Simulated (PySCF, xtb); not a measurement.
C4H6F2, SMILES C/C(F)=C(\C)F.

Harmonic wavenumbers (cm⁻¹) from GFN2-xTB (xtb 6.7.1) at its own minimum, in rising order: 11, 39, 165, 219, 343, 344, 394, 482, 531, 742, 927, 997, 1024, 1040, 1129, 1204, 1215, 1391, 1398, 1451, 1453, 1466, 1471, 1763, 3003, 3005, 3029, 3033, 3078, 3085.

**Question.** What does PBE-D3(BJ)/def2-SVP run with PySCF give at its own minimum? (Estimate from the structure and the level; the computed values follow.)

**Answer.** 154, 155, 184, 239, 329, 353, 402, 535, 543, 716, 926, 955, 1007, 1008, 1129, 1227, 1257, 1359, 1359, 1384, 1388, 1406, 1406, 1761, 2965, 2967, 3032, 3032, 3098, 3105. Paired by order, the mean absolute difference is 34 cm⁻¹ and the zero-point energies are 56.4 and 56.3 kcal/mol.
